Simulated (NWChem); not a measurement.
Species: C2H3ClGeO; SMILES [Cl][Ge@H]1[CH]=C[O]1

```xyz
8

Cl     0.3301     1.9336    -0.3646
Ge    -0.3526     0.0011     0.3341
C     -0.6067    -1.4498    -0.9074
C      0.5385    -1.9739    -0.3799
O      1.1210    -1.1949     0.5771
H     -1.1218     0.2400     1.6578
H     -1.2953    -1.8199    -1.6728
H      1.0542    -2.9251    -0.6149
```
Atoms are numbered in this order, from 1.

Program: NWChem. Coordinates come from a PBE-D3(BJ)/def2-SVP optimisation. Vzz is the largest principal value of the second derivative of the potential at the nucleus (NWChem prints the opposite sign); η is the asymmetry. Non-relativistic.

```csv
level,Vzz Cl1 (a.u.),η Cl1,Vzz Ge2 (a.u.),η Ge2,Vzz O5 (a.u.),η O5,relative time
PBE0/cc-pVTZ,2.310,0.16,-2.029,0.51,1.276,0.75,7
PBE0/def2-SVP,2.323,0.14,-1.729,0.60,1.262,0.75,1
B3LYP/cc-pVTZ,2.329,0.16,-2.010,0.51,1.294,0.74,7
B3LYP/def2-SVP,2.328,0.14,-1.660,0.61,1.270,0.73,1
```

Relative times are rough (shared machine, one core).
